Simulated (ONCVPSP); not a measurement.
# zinc (Zn) ONCV: all-electron and pseudo phase curves

- Element: Zn (Z = 30)
- Generator: ONCVPSP 4.0.1
- Type: optimised norm-conserving Vanderbilt (ONCV)
- Functional: PW91
- Relativity: scalar-relativistic
- Frozen core: [Ne]
- Valence charge: 20
- Reference configuration: 3s2 3p6 3d10 (charge +2)
- Partial waves: 3s: rc 0.65 bohr, ncon 4, nbas 9, qcut 12.2 1/bohr, 2 projectors, debl 1.4 Ha; 3p: rc 0.80 bohr, ncon 4, nbas 8, qcut 20.1 1/bohr, 3 projectors, debl 3.6 Ha; 3d: rc 1.10 bohr, ncon 3, nbas 7, qcut 12.7 1/bohr, 2 projectors, debl 1.8 Ha
- Local potential: polynomial inside 0.45 bohr (lpopt 1, dvloc0 3 Ha)
- Core correction: Teter function, fcfact 5.25, rcfact 1.15

In the s channel the program set the typed energies aside and used -5.518, 0.250 Ha. In the p channel the program set the typed energies aside and used -3.837, 0.250, 3.850 Ha.

The phase is arctan(r·R′/R) of the radial function R(r), unwrapped; energies in Ha, scanned from -7 to 5 Ha. A pole is an energy at which the radial function vanishes at the test radius. The pseudo phase is shifted by a multiple of π to meet the all-electron one at the reference energy, and phase errors are pseudo minus all-electron; the curves can meet again beyond the range given. Levels narrower than the energy grid can be missing from the lists of poles.

```tsv
channel	radius (bohr)	reference energy (Ha)	poles, all-electron	poles, pseudo	unbroken range about the reference energy with phases within 0.05 rad	phase error 1 Ha above the reference energy (rad)
s	0.66	-5.52	none	none	the whole range	-0.000
p	0.81	-3.84	1.61	1.61	the whole range	+0.000
d	1.12	-1.14	0.18	0.18	the whole range	-0.000
```

Phases in the p channel:

```json
{"E (Ha)": "-6.96", "all-electron": "-0.032", "pseudo": "-0.032"}
{"E (Ha)": "-6.64", "all-electron": "-0.183", "pseudo": "-0.183"}
{"E (Ha)": "-6.32", "all-electron": "-0.335", "pseudo": "-0.335"}
{"E (Ha)": "-6.00", "all-electron": "-0.480", "pseudo": "-0.480"}
{"E (Ha)": "-5.68", "all-electron": "-0.614", "pseudo": "-0.614"}
{"E (Ha)": "-5.36", "all-electron": "-0.734", "pseudo": "-0.734"}
{"E (Ha)": "-5.04", "all-electron": "-0.840", "pseudo": "-0.840"}
{"E (Ha)": "-4.72", "all-electron": "-0.931", "pseudo": "-0.931"}
{"E (Ha)": "-4.40", "all-electron": "-1.010", "pseudo": "-1.010"}
{"E (Ha)": "-4.08", "all-electron": "-1.079", "pseudo": "-1.079"}
{"E (Ha)": "-3.76", "all-electron": "-1.138", "pseudo": "-1.138"}
{"E (Ha)": "-3.44", "all-electron": "-1.190", "pseudo": "-1.190"}
{"E (Ha)": "-3.12", "all-electron": "-1.235", "pseudo": "-1.235"}
{"E (Ha)": "-2.80", "all-electron": "-1.275", "pseudo": "-1.275"}
{"E (Ha)": "-2.48", "all-electron": "-1.310", "pseudo": "-1.310"}
{"E (Ha)": "-2.16", "all-electron": "-1.342", "pseudo": "-1.342"}
{"E (Ha)": "-1.84", "all-electron": "-1.371", "pseudo": "-1.371"}
{"E (Ha)": "-1.52", "all-electron": "-1.397", "pseudo": "-1.397"}
{"E (Ha)": "-1.20", "all-electron": "-1.421", "pseudo": "-1.421"}
{"E (Ha)": "-0.88", "all-electron": "-1.443", "pseudo": "-1.443"}
{"E (Ha)": "-0.56", "all-electron": "-1.463", "pseudo": "-1.463"}
{"E (Ha)": "-0.24", "all-electron": "-1.482", "pseudo": "-1.482"}
{"E (Ha)": "0.08", "all-electron": "-1.499", "pseudo": "-1.499"}
{"E (Ha)": "0.40", "all-electron": "-1.516", "pseudo": "-1.516"}
{"E (Ha)": "0.72", "all-electron": "-1.531", "pseudo": "-1.531"}
{"E (Ha)": "1.04", "all-electron": "-1.546", "pseudo": "-1.546"}
{"E (Ha)": "1.36", "all-electron": "-1.560", "pseudo": "-1.560"}
{"E (Ha)": "1.68", "all-electron": "-1.573", "pseudo": "-1.573"}
{"E (Ha)": "2.00", "all-electron": "-1.587", "pseudo": "-1.587"}
{"E (Ha)": "2.32", "all-electron": "-1.599", "pseudo": "-1.599"}
{"E (Ha)": "2.64", "all-electron": "-1.611", "pseudo": "-1.611"}
{"E (Ha)": "2.96", "all-electron": "-1.623", "pseudo": "-1.623"}
{"E (Ha)": "3.28", "all-electron": "-1.635", "pseudo": "-1.635"}
{"E (Ha)": "3.60", "all-electron": "-1.647", "pseudo": "-1.647"}
{"E (Ha)": "3.92", "all-electron": "-1.659", "pseudo": "-1.659"}
{"E (Ha)": "4.24", "all-electron": "-1.670", "pseudo": "-1.670"}
{"E (Ha)": "4.56", "all-electron": "-1.682", "pseudo": "-1.682"}
{"E (Ha)": "4.88", "all-electron": "-1.693", "pseudo": "-1.693"}
```
